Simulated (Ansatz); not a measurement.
Basis sets compared for `C[Si](C)(C)[Si](C)(C)[Si](C)(C)[Si](C)(C)[Si](C)(C)[Si](C)(C)[Si](C)(C)[Si](C)(C)[Si](C)(C)C`. Charge 0, multiplicity 1. Geometry PBE-D4/def2-SVP. Ansatz on 4 threads of AMD EPYC 7R13 on a shared host and a share (37 GiB) of an NVIDIA H100 80GB HBM3; times are rough, and most runs start from earlier orbitals.

```xyz
89

C    -2.294    2.641   -3.655
Si   -0.584    3.005   -4.401
C    -0.824    3.826   -6.102
C     0.357    1.370   -4.638
Si    0.649    4.499   -3.053
C     2.158    5.076   -4.082
C    -0.421    6.034   -2.666
Si    1.515    3.575   -1.061
C     2.691    2.140   -1.510
C     2.568    4.948   -0.239
Si   -0.135    2.934    0.511
C    -1.776    3.848    0.149
C     0.445    3.517    2.239
Si   -0.610    0.621    0.686
C    -1.983    0.524    2.016
C    -1.299   -0.101   -0.942
Si    1.233   -0.700    1.359
C     2.172   -1.388   -0.155
C     2.460    0.308    2.423
Si    0.521   -2.559    2.637
C    -0.281   -1.991    4.275
C     2.098   -3.553    3.075
Si   -0.958   -3.982    1.467
C    -0.372   -4.262   -0.331
C    -2.730   -3.269    1.430
Si   -1.023   -6.082    2.548
C    -1.252   -5.870    4.425
C    -2.486   -7.090    1.862
C     0.583   -7.044    2.214
H    -2.201    2.115   -2.685
H    -2.889    1.995   -4.336
H    -2.867    3.576   -3.487
H    -1.409    3.170   -6.780
H    -1.366    4.789   -6.010
H     0.152    4.033   -6.589
H     0.447    0.817   -3.681
H    -0.171    0.713   -5.361
H     1.382    1.545   -5.025
H     1.830    5.564   -5.024
H     2.812    4.221   -4.351
H     2.770    5.808   -3.515
H    -1.345    5.757   -2.121
H     0.140    6.761   -2.043
H    -0.717    6.549   -3.604
H     2.145    1.305   -1.991
H     3.199    1.745   -0.606
H     3.474    2.488   -2.216
H     3.043    4.579    0.694
H     1.948    5.830    0.022
H     3.375    5.288   -0.922
H    -2.543    3.587    0.908
H    -1.626    4.947    0.183
H    -2.178    3.588   -0.851
H     1.417    3.066    2.521
H     0.563    4.620    2.257
H    -0.297    3.241    3.017
H    -1.622    0.908    2.992
H    -2.325   -0.520    2.165
H    -2.863    1.132    1.716
H    -1.512   -1.184   -0.833
H    -0.577    0.020   -1.775
H    -2.244    0.402   -1.232
H     1.498   -1.964   -0.819
H     2.632   -0.575   -0.751
H     2.984   -2.069    0.176
H     3.305   -0.330    2.756
H     1.966    0.720    3.326
H     2.881    1.158    1.846
H     0.417   -1.344    4.847
H    -0.536   -2.864    4.911
H    -1.210   -1.414    4.097
H     2.847   -2.903    3.573
H     1.861   -4.388    3.767
H     2.570   -3.984    2.169
H    -1.002   -5.026   -0.834
H    -0.435   -3.327   -0.925
H     0.679   -4.614   -0.361
H    -2.780   -2.327    0.846
H    -3.428   -3.994    0.962
H    -3.099   -3.055    2.454
H    -2.158   -5.274    4.656
H    -0.381   -5.352    4.878
H    -1.357   -6.856    4.925
H    -2.532   -8.095    2.332
H    -2.393   -7.232    0.765
H    -3.451   -6.579    2.056
H     0.552   -8.044    2.695
H     1.468   -6.504    2.606
H     0.735   -7.196    1.125
```

Single mean-field runs in def2-SVP, def2-TZVP are fitted with def2-universal-jkfit.

Binding counts from free atoms (C triplet, Si triplet, H doublet) in the same basis, without a counterpoise term.

```
           level  functions  energy (Eh)  HOMO (eV)  LUMO (eV)  binding per atom (eV)  wall time
 PBE-D4/def2-SVP        742   -3400.1508      -5.07      -0.66                   4.00        8 s
PBE0-D4/def2-SVP        742   -3400.6048      -6.09       0.04                   3.98      9.5 s
```

Estimate the rows for PBE-D4/def2-TZVP, PBE0-D4/def2-TZVP (with forces).


| level | functions | energy (Eh) | HOMO (eV) | LUMO (eV) | binding per atom (eV) | wall time |
| --- | --- | --- | --- | --- | --- | --- |
| PBE-D4/def2-TZVP | 1313 | -3401.9376 | -5.14 | -0.96 | 3.99 | 8 s |
| PBE0-D4/def2-TZVP (with forces) | 1313 | -3402.3531 | -6.11 | -0.21 | 3.96 | 15 s |
